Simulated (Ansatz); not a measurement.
C3H9AlO (`C[CH2][Al]([CH3])[OH]`). Total charge 0; spin multiplicity 1. The structure was optimised at the PBE0-D4/def2-TZVP level. It is one conformer, not always the lowest.

```xyz
14

C     1.550   -0.990    0.653
C     0.253   -0.423    1.233
Al   -0.912    0.495   -0.053
C    -0.478    0.728   -1.936
O    -2.401    1.146    0.461
H     1.354   -1.726   -0.131
H     2.167   -0.209    0.201
H     2.163   -1.485    1.413
H     0.481    0.277    2.048
H    -0.326   -1.222    1.713
H     0.444    1.306   -2.062
H    -1.274    1.247   -2.475
H    -0.307   -0.234   -2.429
H    -2.715    1.090    1.362
```

(1) What is the dipole moment at ωB97M-V/def2-TZVPP? (Estimate.)

(2) And with PBE, r2SCAN, B3LYP? (Best estimate.)

(3) Give the Mulliken charges with ωB97M-V, r2SCAN, B3LYP in def2-TZVPP. (An estimate is asked.)

Answers

(1) Ansatz gave: 1.31 D, with components (0.57, -0.55, 1.04) D in this frame, pointing from negative to positive charge.

(2) Computed: PBE 1.24 D, r2SCAN 1.27 D, B3LYP 1.31 D.

(3) Computed: 
| atom | ωB97M-V | r2SCAN | B3LYP |
| --- | --- | --- | --- |
| C1 | -0.32 | -0.12 | -0.24 |
| C2 | -0.38 | -0.26 | -0.29 |
| Al3 | 0.63 | 0.65 | 0.59 |
| C4 | -0.52 | -0.39 | -0.45 |
| O5 | -0.40 | -0.44 | -0.41 |
| H6 | 0.10 | 0.04 | 0.08 |
| H7 | 0.10 | 0.04 | 0.08 |
| H8 | 0.11 | 0.04 | 0.08 |
| H9 | 0.10 | 0.04 | 0.07 |
| H10 | 0.09 | 0.04 | 0.07 |
| H11 | 0.11 | 0.06 | 0.09 |
| H12 | 0.12 | 0.08 | 0.10 |
| H13 | 0.11 | 0.06 | 0.09 |
| H14 | 0.15 | 0.18 | 0.16 |

B3LYP here is the variant with VWN-RPA as its local correlation; programs differ in this.
